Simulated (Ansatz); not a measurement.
Mulliken charges of BrMg, SMILES `[Mg][Br]` radical from r2SCAN/def2-TZVPP in Ansatz (PBE0-D4/def2-TZVP geometry).

```
atom   x (Å)   y (Å)   z (Å)  charge (e)
 Mg1  -0.995   0.306  -0.519       0.471
 Br2   1.024  -0.367   0.523      -0.471
```

Question: By hand: the dipole of these point charges (1 e Å = 4.8032 D).

Answer: Σ q r = (-0.951, 0.317, -0.491) e Å, of length 1.116 e Å = 5.36 D.

Question: How does the dipole of the full density compare? (An estimate is asked.)

Answer: The calculation gave: (-0.603, 0.201, -0.311) e Å, 3.40 D; the point charges give 1.58 times that, at 0° from its direction.

Point charges leave out the atoms' own dipoles, such as those of lone pairs, and Mulliken's split depends on the basis, so the two needn't agree.
